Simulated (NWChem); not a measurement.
The numbers come from NWChem runs, not from measurements. System: bromotrifluoromethane (CBrF$_{3}$), charge 0, spin multiplicity 1, at a geometry optimised with PBE0/def2-SVP.

Input file:

```
start mol
memory heap 100 mb stack 700 mb global 1900 mb
geometry units angstroms nocenter noautoz
  F      1.295733    -0.553263     1.072485
  C      0.814013     0.041935     0.000000
  F      1.295733    -0.553263    -1.072485
  F      1.200132     1.301877     0.000000
  Br    -1.114528    -0.057422     0.000000
  symmetry group Cs
end
basis spherical
  * library 6-31g*
end
scf
  rhf
  nopen 0
  maxiter 100
  thresh 1e-7
  semidirect memsize 60000000 filesize 0
end
tce
  freeze core 13
  cr-ccsd(t)
  2eorb
  2emet 13
  thresh 1e-6
  maxiter 100
  tilesize 24
end
task tce energy
```

The output up to the point where the run's verdict is printed (cleaned and shortened):

```
             Northwest Computational Chemistry Package (NWChem) 7.3.0
             --------------------------------------------------------

                                NWChem Input Module
                                -------------------

 Scaling coordinates for geometry "geometry" by  1.889725989
 (inverse scale =  0.529177249)

 Turning off AUTOSYM since
 SYMMETRY directive was detected!

                             Geometry "geometry" -> ""
                             -------------------------

 Output coordinates in angstroms (scale by  1.889725989 to convert to a.u.)

  No.       Tag          Charge          X              Y              Z
 ---- ---------------- ---------- -------------- -------------- --------------
    1 F                    9.0000     1.29573300    -0.55326300     1.07248500
    2 C                    6.0000     0.81401300     0.04193500     0.00000000
    3 F                    9.0000     1.29573300    -0.55326300    -1.07248500
    4 F                    9.0000     1.20013200     1.30187700     0.00000000
    5 Br                  35.0000    -1.11452800    -0.05742200     0.00000000

 Effective nuclear repulsion energy (a.u.)     368.8456795699

            Nuclear Dipole moment (a.u.)
            ----------------------------
        X                 Y               Z
 ---------------- ---------------- ----------------
    -0.0000377945    -0.0000018897     0.0000000000

      Symmetry information
      --------------------

 Group name             Cs
 Group number              2
 Group order               2
 No. of unique centers     4

      Symmetry unique atoms

     1    2    4    5


 Summary of "ao basis" -> "" (spherical)
 ------------------------------------------------------------------------------
       Tag                 Description            Shells   Functions and Types
 ---------------- ------------------------------  ------  ---------------------
 *                           6-31g*                   on all atoms

 Summary of "ao basis" -> "ao basis" (spherical)
 ------------------------------------------------------------------------------
[...]
         Wavefunction type : Restricted Hartree-Fock
          No. of electrons :    68
           Alpha electrons :    34
            Beta electrons :    34
           No. of orbitals :   176
            Alpha orbitals :    88
             Beta orbitals :    88
        Alpha frozen cores :    13
         Beta frozen cores :    13
     Alpha frozen virtuals :     0
      Beta frozen virtuals :     0
         Spin multiplicity : singlet
    Number of AO functions :    88
       Number of AO shells :    36
        Use of symmetry is : on
      Symmetry adaption is : on
         Schwarz screening : 0.10D-09

          Correlation Information
          -----------------------
          Calculation type : Coupled-cluster singles & doubles w/ perturbation
   Perturbative correction : Completely renormalized (T)
            Max iterations :      100
        Residual threshold : 0.10D-05
     T(0) DIIS level shift : 0.00D+00
     L(0) DIIS level shift : 0.00D+00
     T(1) DIIS level shift : 0.00D+00
     L(1) DIIS level shift : 0.00D+00
     T(R) DIIS level shift : 0.00D+00
     T(I) DIIS level shift : 0.00D+00
   CC-T/L Amplitude update :  5-th order DIIS
                I/O scheme : Global Array Library
        L-threshold :  0.10D-05
        EOM-threshold :  0.10D-05
 no EOMCCSD initial starts read in
 TCE RESTART OPTIONS
 SLICE:      F
 D4D5:       F
 quantumc:   F
 qrotation:  F
 pwtce:      F
 qducc:      F
 nacto:                         0
 nrotv:                         0
 nrot:                          0

            Memory Information
            ------------------
          Available GA space size is     249029056 doubles
          Available MA space size is     104853164 doubles

 Maximum block size supplied by input
 Maximum block size        24 doubles

 tile_dim =     21

 -------------------------------------------------
   1    alpha     a'    13 doubles       0       1
   2    alpha     a"     8 doubles      13       2
   3    beta      a'    13 doubles      21       1
   4    beta      a"     8 doubles      34       2
   5    alpha     a'    16 doubles      42       5
   6    alpha     a'    17 doubles      58       6
   7    alpha     a"    21 doubles      75       7
   8    beta      a'    16 doubles      96       5
   9    beta      a'    17 doubles     112       6
  10    beta      a"    21 doubles     129       7

 Global array virtual files algorithm will be used

 Parallel file system coherency ......... OK

 4-electron integrals stored in orbital form

 v2    file size   =          3535189
 4-index algorithm nr.  13 is used
 imaxsize =       30
 imaxsize ichop =        0


CCSD iterations
 ---------------------------------------------------------
 Iter          Residuum       Correlation     Cpu    Wall
 ---------------------------------------------------------
    1   0.2104401037207  -0.8831176279331     2.1     2.1
    2   0.0498373685712  -0.8751137486100     1.4     1.4
    3   0.0162361338692  -0.8860713231229     1.3     1.3
    4   0.0064374610818  -0.8870316833255     1.3     1.3
    5   0.0023812595340  -0.8879544407239     1.3     1.3
    6   0.0005750266487  -0.8882452003691     1.3     1.3
    7   0.0002670663144  -0.8882595901830     1.3     1.3
    8   0.0000951071108  -0.8882672177042     1.3     1.3
    9   0.0000611388710  -0.8882671786541     1.4     1.4
   10   0.0000245838441  -0.8882701878925     1.3     1.3
   11   0.0000068561453  -0.8882716440121     1.3     1.3
   12   0.0000031405265  -0.8882716104235     1.5     1.5
   13   0.0000013923806  -0.8882716959470     1.3     1.3
   14   0.0000008579885  -0.8882716829837     1.3     1.3
 -----------------------------------------------------------------
 Iterations converged
 CCSD correlation energy / hartree =        -0.888271682983739
 CCSD total energy / hartree       =     -2909.162236613029108

 Singles contributions

 Doubles contributions
 CR-CCSD(T)
```

The program stopped with an error. NWChem stopped with the message: ccsd_t 3.
